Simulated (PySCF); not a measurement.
**Structure and vertical S1–T1 gap**

Method: PySCF 2.14.0, TDA wB97X-D/def2-TZVPD excited states, vertical, gas phase. Geometry: PBE0-D3(BJ)/def2-SVP.

Each molecule in one low-energy conformer.

**Question.** How does the vertical S1–T1 gap change along this series?
- [O-][n+]1ccccn1 (ring CH replaced by N)
- [O-][n+]1cccnc1 (ring CH replaced by N)
- [O-][n+]1ccncc1 (ring CH replaced by N)

**Answer.** 
| molecule | S1 (eV) | S1 from | f(S1) | T1 (eV) | T1 from | S1 − T1 (eV) | S0–T1 spin-orbit coupling (cm⁻¹) | S1–T1 spin-orbit coupling (cm⁻¹) |
| --- | --- | --- | --- | --- | --- | --- | --- | --- |
| [O-][n+]1ccccn1 | 4.42 | HOMO−1→LUMO | 0.000 | 2.69 | HOMO→LUMO | 1.73 | 0.02 | 40.38 |
| [O-][n+]1cccnc1 | 4.29 | HOMO−1→LUMO | 0.000 | 2.67 | HOMO→LUMO | 1.62 | 0.02 | 39.92 |
| [O-][n+]1ccncc1 | 4.33 | HOMO−1→LUMO | 0.000 | 2.81 | HOMO→LUMO | 1.51 | 0.01 | 44.86 |

The vertical S1–T1 gap is lowest for [O-][n+]1ccncc1 and highest for [O-][n+]1ccccn1.
